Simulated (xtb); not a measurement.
ClF, charge +1, doublet, geometry from GFN2-xTB (a state made from the parent by changing its charge; the spin is typed, not shown lowest); xtb with GFN0-xTB with GBSA(acetonitrile).

The xtb input:
```
$ xtb mol.xyz --gfn 0 --chrg 1 --uhf 1 --gbsa acetonitrile --json

# file mol.xyz
2

F     -0.00000000    -0.00000000    -1.04610145
Cl     0.00000000     0.00000000     0.55381842
```

Question: Write the output that xtb gives for this input, abridged.

Answer: 
```
   ID    Z sym.   atoms
    1    9 F      1
    2   17 Cl     2

           -------------------------------------------------
          |                Calculation Setup                |
           -------------------------------------------------

           -------------------------------------------------
          |                 G F N 0 - x T B                 |
           -------------------------------------------------

      * Solvation model:               GBSA
        Solvent                        acetonitrile
        Parameter file                 internal GFN2-xTB/GBSA
        Dielectric constant                3.7500E+01
        Reference state                gsolv [1 M gas/solution]
        Free energy shift                  2.0473E-03 Eh       1.2847E+00 kcal/mol
        Temperature                        2.9815E+02 K
        Density                            7.8600E-01 kg/L
        Solvent mass                       4.1050E+01 g/mol
        Interaction kernel             Still
        Born radius scaling (c1)           1.5800E+00
        Born radii integrator          GBOBC
        Born offset                        1.3788E-02 a0       2.6056E-02 AA
        H-bond correction              true
        Ion screening                  false
        Surface tension                    1.0000E-05 Eh       1.5569E+01 dyn/cm
        Grid points                               230 per atom

          ...................................................
          :                      SETUP                      :
          :.................................................:
          :  # basis functions                  14          :
          :  # atomic orbitals                  13          :
          :  # shells                            5          :
          :  # electrons                        13          :
          :  electronic temp.          300.0000000     K    :
          :  accuracy                    1.0000000          :
          :  -> integral cutoff          0.2500000E+02      :
          :  -> integral neglect         0.1000000E-07      :
          ...................................................

         :::::::::::::::::::::::::::::::::::::::::::::::::::::
         ::                     SUMMARY                     ::
         :::::::::::::::::::::::::::::::::::::::::::::::::::::
         :: total energy              -6.130564951435 Eh    ::
         :: total w/o Gsasa/hb        -6.130292253225 Eh    ::
         :: gradient norm              0.042375769251 Eh/a0 ::
         :: HOMO-LUMO gap              3.489703344024 eV    ::
         ::.................................................::
         :: H0 energy                 -7.660396099212 Eh    ::
         :: repulsion energy           0.002865395096 Eh    ::
         :: electrostat energy         1.527065546751 Eh    ::
         :: -> Gsolv                   0.000000000000 Eh    ::
         ::    -> Gsasa               -0.002319973562 Eh    ::
         ::    -> Gshift               0.002047275352 Eh    ::
         :: dispersion energy         -0.000099794069 Eh    ::
         :: short-range corr.          0.000000000000 Eh    ::
         :: add. restraining           0.000000000000 Eh    ::
         :: total charge               1.000000000000 e     ::
         :::::::::::::::::::::::::::::::::::::::::::::::::::::

           -------------------------------------------------
          |                Property Printout                |
           -------------------------------------------------

    * Orbital Energies and Occupations

         #    Occupation            Energy/Eh            Energy/eV
      -------------------------------------------------------------
         1        2.0000           -0.9615520             -26.1652
         2        2.0000           -0.7998500             -21.7650
         3        2.0000           -0.4867286             -13.2446
         4        2.0000           -0.4795489             -13.0492
         5        2.0000           -0.4795489             -13.0492
         6        1.5000           -0.4148740             -11.2893
         7        1.5000           -0.4148740             -11.2893 (HOMO)
         8                         -0.2866298              -7.7996 (LUMO)
         9                         -0.0563896              -1.5344
        10                         -0.0563896              -1.5344
        11                         -0.0396608              -1.0792
        12                         -0.0396608              -1.0792
        13                          0.1940997               5.2817
      -------------------------------------------------------------
                  HL-Gap            0.1282442 Eh            3.4897 eV
             Fermi-level            0.0000000 Eh            0.0000 eV

     #   Z          covCN         q      C6AA      α(0)
     1   9 F        0.863     0.161     8.146     3.287
     2  17 Cl       0.863     0.839    75.888    13.316

 Mol. C6AA /au·bohr⁶  :        131.865651
 Mol. C8AA /au·bohr⁸  :       4583.746894
 Mol. α(0) /au        :         16.603533

Wiberg/Mayer (AO) data.
largest (>0.10) Wiberg bond orders for each atom

 ---------------------------------------------------------------------------
     #   Z sym  total        # sym  WBO       # sym  WBO       # sym  WBO
 ---------------------------------------------------------------------------
     1   9 F    1.375 --     2 Cl   1.375
     2  17 Cl   1.375 --     1 F    1.375
 ---------------------------------------------------------------------------

Topologies differ in total number of bonds
Writing topology from bond orders to xtbtopo.mol

 dipole moment from electron density (au)
     X       Y       Z
   0.0000   0.0000   0.0764  total (Debye):    0.194

           -------------------------------------------------
          | TOTAL ENERGY               -6.130564951435 Eh   |
          | GRADIENT NORM               0.042375769251 Eh/α |
          | HOMO-LUMO GAP               3.489703344024 eV   |
           -------------------------------------------------

normal termination of xtb
```
